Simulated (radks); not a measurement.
All-electron atom: Tl39+ in [Kr] 4d6 (the NIST ground configuration). Method: Dirac Kohn-Sham, relativistic LDA (MacDonald-Vosko exchange, VWN5 correlation), spin-unpolarised, spherical densities, finite nucleus; open shells fill j = l - 1/2 first; Fermi nuclear charge, rms radius 5.4759 fm; computed with a radial shooting solver on a logarithmic mesh with Libxc functionals. Some entries of the table are withheld. Estimate them.

| orbital | occ. | eigenvalue (eV) | r(max) (bohr) |
|---|---|---|---|
| 1s1/2 | 2 | -86515.17 | 0.01009 |
| 2s1/2 | 2 | -16816.98 | 0.05863 |
| 2p1/2 | 2 | -16226.79 | 0.04298 |
| 2p3/2 | 4 | -14190.45 | 0.05055 |
| 3s1/2 | 2 | -5286.996 | 0.1643 |
| 3p1/2 | 2 | -5022.199 | 0.1530 |
| 3p3/2 | 4 | -4560.337 | 0.1681 |
| 3d3/2 | 4 | -4124.830 | 0.1304 |
| 3d5/2 | 6 | -4025.314 | 0.1345 |
| 4s1/2 | 2 | -2304.820 | 0.3545 |
| 4p1/2 | 2 | (1) | 0.3497 |
| 4p3/2 | 4 | (2) | 0.3750 |
| 4d3/2 | 4 | (3) | 0.3586 |
| 4d5/2 | 2 | (4) | 0.3656 |

Answer. 
(1) 4p1/2 eigenvalue (eV): -2189.176
(2) 4p3/2 eigenvalue (eV): -2047.784
(3) 4d3/2 eigenvalue (eV): -1861.568
(4) 4d5/2 eigenvalue (eV): -1831.827
